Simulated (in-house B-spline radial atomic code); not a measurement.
Configurations of Xe VII (Xe6+), with energies counted from [Kr] 4d10 5s2. Computed with a radial B-spline atomic code at the basis-set limit: scalar-relativistic (X2C) B97-1, spin-polarised, spherical fractional occupations, exact exchange averaged over the configuration, Fermi nucleus of rms radius 4.7859 fm. Shells without spins written out take the highest spin.

Occupations are held fixed; configurations that lie above the ionisation limit could autoionise.

| configuration | E - E(ref) (eV) | highest orbital | its <r> (bohr) |
| --- | --- | --- | --- |
| [Kr] 4d9 5s2 6f1 | 121.39 | 6f up | 5.065 |
| [Ar] 3d10 4s2 4p5 4d10 4f1 5s2 | 167.33 | 4f up | 1.241 |
| [Ar] 3d10 4s2 4p5 4d10 5s2 6p1 | 188.54 | 6p up | 3.308 |
| [Ar] 3d10 4s2 4p5 4d10 5s2 6f1 | 206.87 | 6f up | 5.041 |
| [Ar] 3d9 4s2 4p6 4d10 5s2 5f1 | 722.15 | 5f up | 3.01 |

Question: Order these further configurations by energy, lowest first.
A. [Kr] 4d10 4f1 5s1
B. [Kr] 4d9 5s2 5f1
C. [Ar] 3d9 4s2 4p6 4d10 5s2 6f1
D. [Kr] 4d9 4f1 5s2
E. [Ar] 3d10 4s2 4p5 4d10 5s2 6d1

Answer: A (33.532 eV), D (82.355 eV), B (109.42 eV), E (197.36 eV), C (734.33 eV).

Question: How far above the reference does [Kr] 4d10 5s1 6s1 lie?

Answer: 44.034 eV; its least bound orbital is 6s up with <r> = 3.045 bohr.
